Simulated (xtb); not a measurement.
xtb input (GFN2-xTB):

```bash
xtb mol.xyz --gfn 2 --ohess tight --chrg -1 --uhf 0
```
mol.xyz:
```
10

Si     0.21723434    -0.42270607    -0.41731169
O     -0.24763013    -1.65456561    -1.54507190
O      1.96450930    -0.31232399    -0.38619748
N     -0.49797727     1.14939054    -0.94668667
N     -0.39088086    -0.88677415     1.19299298
H      2.17219320     0.33008355     0.24996471
H     -1.49106572     0.98842519    -0.86345048
H     -0.23771622     1.82276311    -0.22270834
H     -0.06591931    -0.10892962     1.84848293
H     -1.43718403    -0.92418378     1.12217075
```

End of the output:

```
   ------------------------------------------------------------------------
    298.15    0.863615E-02    0.774271E-01    0.397999E-01    0.376272E-01
   ------------------------------------------------------------------------

         :::::::::::::::::::::::::::::::::::::::::::::::::::::
         ::                  THERMODYNAMIC                  ::
         :::::::::::::::::::::::::::::::::::::::::::::::::::::
         :: total free energy         -18.535597192945 Eh   ::
         ::.................................................::
         :: total energy              -18.573224382611 Eh   ::
         :: zero point energy           0.068790988810 Eh   ::
         :: G(RRHO) w/o ZPVE           -0.031163799144 Eh   ::
         :: G(RRHO) contrib.            0.037627189666 Eh   ::
         :::::::::::::::::::::::::::::::::::::::::::::::::::::

optimized geometry written to: xtbopt.xyz

           -------------------------------------------------
          | TOTAL ENERGY              -18.573224382611 Eh   |
          | TOTAL ENTHALPY            -18.495797247145 Eh   |
          | TOTAL FREE ENERGY         -18.535597192945 Eh   |
          | GRADIENT NORM               0.000138393677 Eh/α |
          | HOMO-LUMO GAP               8.705016191671 eV   |
           -------------------------------------------------

------------------------------------------------------------------------
------------------------------------------------------------------------
 total:
 SCF:
 ANC optimizer:
 analytical hessian:
```

It need not be the lowest isomer of its formula. Whether it binds its extra electron was not tested at this geometry.
